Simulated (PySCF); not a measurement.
## Mayer bond orders and bond lengths

Species: C7H4F3N3.
SMILES with atom numbers: `[CH:1]#[C:2][c:3]1[n:4][n:5][n:6][c:7]([C:8]([F:9])([F:10])[F:11])[c:12]1[CH3:13]` (hydrogens: H14 on C1; H15, H16, H17 on C13)

Structure used (GFN2-xTB), in Å, numbered top down from 1:
```xyz
17
C7H4F3N3 angstrom
C      3.5427    0.7772    0.0678
C      2.3681    0.8421   -0.1748
C      0.9880    0.9375   -0.4667
N      0.5968    1.9754   -1.2098
N     -0.6359    2.1425   -1.5165
N     -1.5589    1.3380   -1.1185
C     -1.2494    0.2811   -0.3770
C     -2.4098   -0.5957    0.0401
F     -2.4794   -0.7088    1.3802
F     -3.5851   -0.1435   -0.3760
F     -2.2756   -1.8495   -0.4328
C      0.0592   -0.0173    0.0028
C      0.4482   -1.1973    0.8159
H      4.5698    0.7232    0.2786
H      0.0865   -2.1142    0.3515
H     -0.0018   -1.1332    1.8068
H      1.5296   -1.2455    0.9185
```

Bond orders from the PBE0/pcSseg-1 density (PySCF). Isolated species at its GFN2-xTB geometry, gas phase.

(1) Where do the orders between heavy atoms depart from those drawn in the SMILES?

(2) Give the Mayer order of every bond between heavy atoms, beside its length.

## Answers

(1) The largest departure is 0.694, at C1–C2 (drawn triple, 2.306), counting aromatic bonds as 1.5. Drawn double or triple, more than 0.30 short of the drawn order: C1–C2 (2.306). The bonds drawn aromatic range from 1.24 to 1.42.

(2) 
```csv
bond,drawn as,length (Å),Mayer order
C1–C2,triple,1.201,2.306
C2–C3,single,1.414,0.996
C3–N4,aromatic,1.335,1.415
N4–N5,aromatic,1.281,1.396
N5–N6,aromatic,1.287,1.364
N6–C7,aromatic,1.328,1.414
C7–C8,single,1.513,1.032
C8–F9,single,1.347,0.967
C8–F10,single,1.326,1.031
C8–F11,single,1.347,0.967
C7–C12,aromatic,1.395,1.241
C12–C13,single,1.485,1.083
C12–C3,aromatic,1.412,1.246
```

Bonds between the same two heavy elements. C–C: lowest C2–C3 (0.996, 1.414 Å), highest C1–C2 (2.306, 1.201 Å); in 2 of the 15 pairs the longer bond (by over 0.003 Å) has the higher order (by 0.02 or more). C–N: all 2 within 0.02 of one another (1.414 to 1.415). N–N: lowest N5–N6 (1.364, 1.287 Å), highest N4–N5 (1.396, 1.281 Å). C–F: lowest C8–F9 and C8–F11 (0.967, 1.347 Å), highest C8–F10 (1.031, 1.326 Å). Bonds named together lie within 0.004.

Question: And the bonds to hydrogen?

Answer: C–H: 0.92 to 1.15 (4 bonds).

Question: Sum the orders of all bonds at each heavy atom with more than one neighbour and set the sums beside the valence in the SMILES.

Answer: C1 3.458 (drawn 4), C2 3.302 (drawn 4), C3 3.657 (drawn 4), N4 2.811 (drawn 3), N5 2.760 (drawn 3), N6 2.778 (drawn 3), C7 3.687 (drawn 4), C8 3.997 (drawn 4), C12 3.570 (drawn 4), C13 3.853 (drawn 4). Orders between atoms that aren't bonded are not in these sums.

Mayer orders depend on the basis set.
